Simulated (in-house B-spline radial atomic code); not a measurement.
Results of a calculation; reference values are marked as such.
# Building a PAW s channel for Ti, r_c = 2.89 bohr

Ti, [Ar] 3d2 4s2, non-relativistic LDA (VWN5), spherical and spin-unpolarised, from an all-electron radial atomic-structure program (B-spline basis) (atomic units; all potentials screened as in the neutral atom).

Two all-electron partial waves φ1, φ2 are integrated outwards at E1 = ε(4s) = -0.167106 and E2 = E1 + 1 hartree; φ1 is the bound orbital and φ2 has unit norm inside r_c = 2.8909 bohr. Smooth partners are polynomials, r^1(a0 + a1 r² + a2 r⁴ + a3 r⁶), matched to φ and three derivatives at r_c, with no condition on the norm. The local potential is -2.40258 + (0.643787) r² + (-0.0746788) r⁴ + (0.00319562) r⁶ inside 2.4509 bohr and the all-electron one outside.

| wave | φ(r_c) | φ'(r_c) | a0 | a1 | a2 | a3 |
| --- | --- | --- | --- | --- | --- | --- |
| 1 | 0.5868745 | 0.002889974 | 0.2020338 | 0.02220033 | -0.003838356 | 0.0001430963 |
| 2 | 0.1148131 | 1.651661 | -1.386511 | 0.2346673 | -0.006437725 | -0.0001461557 |

Inside r_c the overlaps are <φi φj> = [[0.35459, -0.48449], [-0.48449, 1.00000]] and, for the smooth waves, [[0.41339, -0.80062], [-0.80062, 2.54598]]. With χj = (Ej − T − V_local) applied to smooth wave j, the program's quadrature gives the matrix B_ij = <smooth i, χj> as [[0.19609, -1.03376], [-0.71763, 3.99955]].

Question: Check the match of the first wave, and find the augmentation charges q_ij.

Answer: At r_c the four terms are 0.58406, 0.53636, -0.77502, 0.24147, which sum to 0.5869, φ1(r_c) to rounding. q_ij is the all-electron overlap less the smooth one: [[-0.05879, 0.31612], [0.31612, -1.54598]]. The smooth first wave has a norm of 0.4134 inside r_c against 0.3546, so q11 is negative and must stay small enough for the overlap operator to be positive.

Question: B isn't symmetric. Show that D_ij = B_ij + Ej q_ij is.

Answer: Integrating by parts gives B12 − B21 = (E1 − E2) q12: -1.03376 − (-0.71763) = -0.31613, and −1 × (0.31612) = -0.31612. So D12 = -1.03376 + (0.832894)(0.31612) = -0.77046 and D21 = -0.71763 + (-0.167106)(0.31612) = -0.77046; D11 = 0.20592, D22 = 2.71191. The projectors, p = (B⁻¹)ᵀ χ, are dual to the smooth waves; det B = 0.042.

Solving (T + V_local + Σ p D p) ψ = E (1 + Σ p q p) ψ in a sphere of 9 bohr, whose wall lifts the free-atom level a little, gives these levels:

```json
{"all-electron": "-0.165846", "one projector": "-0.165846", "two projectors": "-1.215980"}
{"all-electron": "0.107069", "one projector": "0.101692", "two projectors": "-0.165846"}
{"all-electron": "0.475098", "one projector": "0.339685", "two projectors": "0.107076"}
{"all-electron": "1.000750", "one projector": "0.552640", "two projectors": "0.475104"}
{"all-electron": "1.673750", "one projector": "1.068540", "two projectors": "1.000750"}
```

Question: What does the second projector gain?

Answer: With one projector the errors are 0.00, -5.38 millihartree, and the level at 0.3397 is out of step with the all-electron series: an extra state, or one far too low, so the pairing ends there; skipping it, the next levels are off by +77.5, +67.8 millihartree. With two a ghost lies below the reference level, so the set fails. The lowest eigenvalue of the overlap operator is 0.6733 with one and 0.02012 with two projectors. The smooth orbital alone needs a cutoff of 1.92 hartree for 1 millihartree of kinetic energy, against 2.98 for a norm-conserving Troullier-Martins orbital of the same radius, which is no gain while the set fails.
